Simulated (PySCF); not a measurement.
**A series of related molecules**

Theory: PySCF, quadratic response CAM-B3LYP/aug-cc-pVDZ first hyperpolarisability, Taylor convention, gas phase. Geometry: PBE0-D3(BJ)/def2-SVP.

Each molecule in one low-energy conformer. The parent is c1cnc2nsnc2n1.

(1) How does the norm of the vector part βᵢ = ⅓ Σⱼ (βᵢⱼⱼ + βⱼᵢⱼ + βⱼⱼᵢ) of the static first hyperpolarisability change along this series?
- c1cnc2nsnc2n1 (base)
- [SiH3]c1cnc2nsnc2n1 (H replaced by SiH3)
- Fc1cnc2nsnc2n1 (H replaced by F)
- CSc1cnc2nsnc2n1 (H replaced by SCH3)

## Answers

(1) 
```tsv
molecule	static β vector norm (au)	static β HRS (au)	S1 (eV)
c1cnc2nsnc2n1	110	46	3.23
[SiH3]c1cnc2nsnc2n1	229	97	3.04
Fc1cnc2nsnc2n1	152	73	3.62
CSc1cnc2nsnc2n1	887	388	3.46
```
The norm of the vector part βᵢ = ⅓ Σⱼ (βᵢⱼⱼ + βⱼᵢⱼ + βⱼⱼᵢ) of the static first hyperpolarisability is lowest for c1cnc2nsnc2n1 and highest for CSc1cnc2nsnc2n1.
